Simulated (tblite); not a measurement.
Parent: `[CH3:1][C:2]([CH3:3])([CH2:4][SH:5])[SiH2:6][F:7]` with C1–C2–C4–S5 -174°, C2–C4–S5–H 83°, C1–C2–Si6–F7 -46°, C4H11FSSi.

The geometries are computed with GFN2-xTB (gas phase). One conformer each, not checked by frequencies here.

| coordinate of the parent | value |
| --- | --- |
| C1–C2 | 1.533 Å |
| C2–C3 | 1.531 Å |
| C2–C4 | 1.528 Å |
| C4–S5 | 1.828 Å |
| C2–Si6 | 1.917 Å |
| Si6–F7 | 1.611 Å |
| C1–C2–C3 | 109.0° |
| C1–C2–C4 | 107.5° |
| C1–C2–Si6 | 109.8° |
| C3–C2–C4 | 109.1° |
| C3–C2–Si6 | 110.0° |
| C4–C2–Si6 | 111.4° |
| C2–C4–S5 | 114.0° |
| C2–Si6–F7 | 106.1° |

Q: How does the shared frame change in `[CH3:1][C:2]([CH3:3])([CH2:4][SH:5])[SiH:6]([F:7])[F:8]` with C1–C2–C4–S5 57°, C2–C4–S5–H 68°, C1–C2–Si6–F7 -46°, C4H10F2SSi? Atoms pair as C1 = C3, C2 = C2, C3 = C1, C4 = C4, S5 = S5, Si6 = Si6, F7 = F7 (parent first).

A: 
```tsv
parent	relative	value in the relative	change
C1–C2	C3–C2	1.537 Å	+0.004
C2–C3	C2–C1	1.532 Å	+0.001
C2–C4	C2–C4	1.536 Å	+0.008
C4–S5	C4–S5	1.827 Å	-0.001
C2–Si6	C2–Si6	1.912 Å	-0.005
Si6–F7	Si6–F7	1.600 Å	-0.011
C1–C2–C3	C3–C2–C1	108.6°	-0.4
C1–C2–C4	C3–C2–C4	106.5°	-1.0
C1–C2–Si6	C3–C2–Si6	109.2°	-0.6
C3–C2–C4	C1–C2–C4	109.4°	+0.3
C3–C2–Si6	C1–C2–Si6	110.7°	+0.7
C4–C2–Si6	C4–C2–Si6	112.3°	+0.9
C2–C4–S5	C2–C4–S5	115.4°	+1.4
C2–Si6–F7	C2–Si6–F7	112.6°	+6.5
```

Of the parent's bonds, Si6–F7 changes most (-0.011 Å). Bonds of the relative outside the shared frame: Si6–F8 1.603 Å. Point group C1 → C1.

Q: How does the shared frame change in `[CH3:1][C:2]([CH3:3])([CH2:4][SH:5])[Si@H:6]([F:7])[CH2:8][F:9]` with C1–C2–C4–S5 171°, C2–C4–S5–H -94°, C1–C2–Si6–F7 50°, C2–Si6–C8–F9 -61°, C5H12F2SSi? Atoms pair as C1 = C1, C2 = C2, C3 = C3, C4 = C4, S5 = S5, Si6 = Si6, F7 = F7 (parent first).

A: 
```json
{"parent": "C1–C2", "relative": "C1–C2", "value in the relative": "1.535 Å", "change": "+0.002"}
{"parent": "C2–C3", "relative": "C2–C3", "value in the relative": "1.531 Å", "change": "0.000"}
{"parent": "C2–C4", "relative": "C2–C4", "value in the relative": "1.530 Å", "change": "+0.002"}
{"parent": "C4–S5", "relative": "C4–S5", "value in the relative": "1.830 Å", "change": "+0.002"}
{"parent": "C2–Si6", "relative": "C2–Si6", "value in the relative": "1.918 Å", "change": "+0.001"}
{"parent": "Si6–F7", "relative": "Si6–F7", "value in the relative": "1.622 Å", "change": "+0.011"}
{"parent": "C1–C2–C3", "relative": "C1–C2–C3", "value in the relative": "109.0°", "change": "0.0"}
{"parent": "C1–C2–C4", "relative": "C1–C2–C4", "value in the relative": "107.9°", "change": "+0.4"}
{"parent": "C1–C2–Si6", "relative": "C1–C2–Si6", "value in the relative": "110.6°", "change": "+0.8"}
{"parent": "C3–C2–C4", "relative": "C3–C2–C4", "value in the relative": "109.0°", "change": "-0.1"}
{"parent": "C3–C2–Si6", "relative": "C3–C2–Si6", "value in the relative": "108.7°", "change": "-1.3"}
{"parent": "C4–C2–Si6", "relative": "C4–C2–Si6", "value in the relative": "111.6°", "change": "+0.2"}
{"parent": "C2–C4–S5", "relative": "C2–C4–S5", "value in the relative": "113.0°", "change": "-1.0"}
{"parent": "C2–Si6–F7", "relative": "C2–Si6–F7", "value in the relative": "106.3°", "change": "+0.2"}
```

Of the parent's bonds, Si6–F7 changes most (+0.011 Å). Bonds of the relative outside the shared frame: Si6–C8 1.918, C8–F9 1.383 Å. Point group C1 → C1.

Q: How does the shared frame change in `[CH:1]#[C:2][Si@H:3]([F:4])[C:5]([CH3:6])([CH3:7])[CH2:8][SH:9]` with C2–Si3–C5–C6 -177°, Si3–C5–C8–S9 180°, C5–C8–S9–H 73°, C6H11FSSi? Atoms pair as C1 = C6, C2 = C5, C3 = C7, C4 = C8, S5 = S9, Si6 = Si3, F7 = F4 (parent first).

A: 
| parent | relative | value in the relative | change |
| --- | --- | --- | --- |
| C1–C2 | C6–C5 | 1.531 Å | -0.002 |
| C2–C3 | C5–C7 | 1.531 Å | 0.000 |
| C2–C4 | C5–C8 | 1.527 Å | -0.001 |
| C4–S5 | C8–S9 | 1.833 Å | +0.005 |
| C2–Si6 | C5–Si3 | 1.920 Å | +0.003 |
| Si6–F7 | Si3–F4 | 1.615 Å | +0.004 |
| C1–C2–C3 | C6–C5–C7 | 109.2° | +0.2 |
| C1–C2–C4 | C6–C5–C8 | 110.5° | +3.0 |
| C1–C2–Si6 | C6–C5–Si3 | 109.6° | -0.2 |
| C3–C2–C4 | C7–C5–C8 | 109.5° | +0.4 |
| C3–C2–Si6 | C7–C5–Si3 | 109.9° | -0.1 |
| C4–C2–Si6 | C8–C5–Si3 | 108.1° | -3.3 |
| C2–C4–S5 | C5–C8–S9 | 115.3° | +1.3 |
| C2–Si6–F7 | C5–Si3–F4 | 106.9° | +0.8 |

Of the parent's bonds, C4–S5 and Si6–F7 change most and about equally (+0.004 to +0.005 Å). Bonds of the relative outside the shared frame: C1≡C2 1.202, C2–Si3 1.845 Å. Point group C1 → C1.

Q: How does the shared frame change in `[CH2:1]=[CH:2][Si@@H:3]([F:4])[C:5]([CH3:6])([CH3:7])[CH2:8][SH:9]` with C1–C2–Si3–F4 -13°, C2–Si3–C5–C6 59°, Si3–C5–C8–S9 179°, C5–C8–S9–H 75°, C6H13FSSi? Atoms pair as C1 = C6, C2 = C5, C3 = C7, C4 = C8, S5 = S9, Si6 = Si3, F7 = F4 (parent first).

A: 
```tsv
parent	relative	value in the relative	change
C1–C2	C6–C5	1.529 Å	-0.004
C2–C3	C5–C7	1.531 Å	0.000
C2–C4	C5–C8	1.529 Å	+0.001
C4–S5	C8–S9	1.834 Å	+0.006
C2–Si6	C5–Si3	1.923 Å	+0.006
Si6–F7	Si3–F4	1.622 Å	+0.011
C1–C2–C3	C6–C5–C7	109.1°	+0.1
C1–C2–C4	C6–C5–C8	109.6°	+2.1
C1–C2–Si6	C6–C5–Si3	110.5°	+0.7
C3–C2–C4	C7–C5–C8	110.3°	+1.2
C3–C2–Si6	C7–C5–Si3	109.6°	-0.4
C4–C2–Si6	C8–C5–Si3	107.7°	-3.7
C2–C4–S5	C5–C8–S9	115.2°	+1.2
C2–Si6–F7	C5–Si3–F4	105.9°	-0.2
```

Of the parent's bonds, Si6–F7 changes most (+0.011 Å). Bonds of the relative outside the shared frame: C1=C2 1.325, C2–Si3 1.876 Å. Point group C1 → C1.
